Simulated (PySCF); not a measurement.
How methods differ on the interval between two levels of Si

Si [Ne] 3s2 3p2 [3P2, M_J = 2] → Si [Ne] 3s1 3p3 [5S2, M_J = 2], as a difference of total energies. Computed with PySCF 2.14 in x2c-SVPall-2c with one added diffuse shell each of s, p type (5s5p1d, 25 functions), with the two-component X2C-1e Hamiltonian. Correlated levels: [Ne] frozen. "Screened" scales the spin-orbit matrix elements by Boettger's factors to mimic the two-electron term; Breit and QED terms are absent.

```json
{"method": "GHF (spin-free)", "interval between two levels (cm⁻¹)": "20442"}
{"method": "GMP2 (spin-free)", "interval between two levels (cm⁻¹)": "27132"}
{"method": "GHF (screened spin-orbit)", "interval between two levels (cm⁻¹)": "20360"}
{"method": "GMP2 (screened spin-orbit)", "interval between two levels (cm⁻¹)": "27049"}
```

The labels give the starting determinants; with spin-orbit coupling the two ends relaxed to ⟨J²⟩ = 6.01, ⟨L²⟩ = 2.01, ⟨S²⟩ = 2.00 and ⟨J²⟩ = 6.00, ⟨L²⟩ = 0.00, ⟨S²⟩ = 6.00.
